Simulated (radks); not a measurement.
Values are calculated unless marked as measured or tabulated.
Orbital eigenvalues (eV) of the caesium ion Cs3+, [Kr] 4d10 5s2 5p4, at several levels of relativity; Dirac values are averaged over j with weights 2j + 1. Spin-unpolarised spherical Kohn-Sham, PBEsol, point nucleus unless stated (finite: rms radius 4.8041 fm), a radial shooting solver on a logarithmic mesh with Libxc functionals. A level marked "c x" has the speed of light scaled by that factor and shares open shells by 2j + 1; other Dirac levels either fill j = l - 1/2 first or share by 2j + 1.

| shell | non-rel. | Dirac, low j first | Dirac, 2j+1 shares, finite nucleus | Dirac, c x 2 | change of magnitude, last against first (%) |
|---|---|---|---|---|---|
| 2s | -5256.0 | -5636.6 | -5636.5 | -5344.5 | +1.68 |
| 2p | -4955.3 | -5070.4 | -5070.7 | -4982.5 | +0.55 |
| 3s | -1114.7 | -1195.2 | -1195.4 | -1133.4 | +1.68 |
| 3p | -986.68 | -1011.7 | -1012.0 | -992.68 | +0.61 |
| 3d | -748.33 | -737.14 | -737.39 | -745.71 | -0.35 |
| 4s | -232.53 | -249.27 | -249.50 | -236.46 | +1.69 |
| 4p | -186.42 | -190.34 | -190.58 | -187.40 | +0.52 |
| 4d | -106.63 | -103.45 | -103.68 | -105.92 | -0.67 |
| 5s | -51.536 | -53.909 | -54.045 | -52.115 | +1.12 |
| 5p | -39.367 | -39.515 | -39.634 | -39.428 | +0.15 |
| 4f (empty) | -20.470 | -18.385 | -18.548 | -19.978 | -2.41 |
| 6s (empty) | -18.257 | -18.789 | -18.830 | -18.390 | +0.73 |
